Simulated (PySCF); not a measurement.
# Shifts of the heteroatoms

Geometry:
```
atom   x (Å)   y (Å)   z (Å)
  N1  -4.088  -1.733  -0.056
  C2  -3.066  -1.212  -0.022
  C3  -1.815  -0.566   0.019
  C4  -1.756   0.830   0.307
  C5  -0.559   1.462   0.348
  N6   0.592   0.774   0.117
  C7   1.870   1.204   0.109
  C8   2.693   0.133  -0.178
  C9   1.895  -0.995  -0.353
 C10   0.575  -0.597  -0.169
 C11  -0.652  -1.265  -0.216
 H12  -2.670   1.372   0.491
 H13  -0.458   2.515   0.561
 H14   2.119   2.228   0.305
 H15   3.763   0.172  -0.251
 H16   2.222  -1.989  -0.586
 H17  -0.670  -2.321  -0.436
```

- geometry from GFN2-xTB
- σ from GIAO-PBE0/pcSseg-1
- run in PySCF 2.14
- in vacuum, one conformer, relativity neglected

**Question.** What are the ¹⁵N shifts?

**Answer.** 
| atoms | environment | σ (ppm) | δ (ppm) |
| --- | --- | --- | --- |
| N1 | nitrile nitrogen | -48.0 | -103.8 |
| N6 | pyrrole-type ring nitrogen | 49.5 | -193.7 |

Shieldings were converted by a linear fit to measured shifts: ¹⁵N: δ = -148.07 − 0.921σ (rms 6.3 ppm, 71 shifts vs CH3NO2, solution or neat liquid). A few per cent of atoms miss by over 2 rms, more outside the fitted compound classes.

On a 400 MHz spectrometer ¹⁵N resonates near 40.5 MHz, so 1 ppm is 40.5 Hz.
